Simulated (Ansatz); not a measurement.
Cu4Br4⁺. The state is a doublet with charge 1. Geometry PBE-D4/def2-SVP; atoms count from 1.

```xyz
8

Cu   -0.672   -1.464   -0.259
Cu    0.905    0.108   -1.463
Cu   -1.345    0.944   -0.457
Cu    0.701    0.398    1.155
Br   -1.227   -0.479   -2.389
Br   -1.143    1.850    1.645
Br    0.055   -1.840    1.879
Br    2.726    0.482   -0.110
```

The structure comes from a short search, and lower isomers may exist.

Question: Estimate the Mulliken populations from the PBE0/def2-SVP orbitals of Ansatz.

Answer: 
| atom | charge (e) | spin (α − β) | d electrons |
| --- | --- | --- | --- |
| Cu1 | 0.28 | 0.03 | 9.76 |
| Cu2 | 0.28 | 0.01 | 9.77 |
| Cu3 | 0.28 | 0.01 | 9.77 |
| Cu4 | 0.31 | 0.41 | 9.51 |
| Br5 | -0.04 | 0.00 | – |
| Br6 | -0.03 | 0.17 | – |
| Br7 | -0.03 | 0.23 | – |
| Br8 | -0.05 | 0.14 | – |
Mulliken values depend strongly on the basis.

Question: Where does the spin sit?

Answer: Summed by element: Cu 0.46, Br 0.54, of 1 unpaired in all. Largest on single atoms: Cu4 0.41, Br7 0.23, Br6 0.17.

Question: And the Mayer bond orders between heavy atoms (over 0.3)?

Answer: Cu1–Br5 0.52 (2.41 Å); Cu1–Br7 0.73 (2.29 Å); Cu2–Br5 0.53 (2.40 Å); Cu2–Br8 0.70 (2.30 Å); Cu3–Br5 0.53 (2.40 Å); Cu3–Br6 0.70 (2.30 Å); Cu4–Br6 0.70 (2.40 Å); Cu4–Br7 0.64 (2.44 Å); Cu4–Br8 0.71 (2.39 Å).
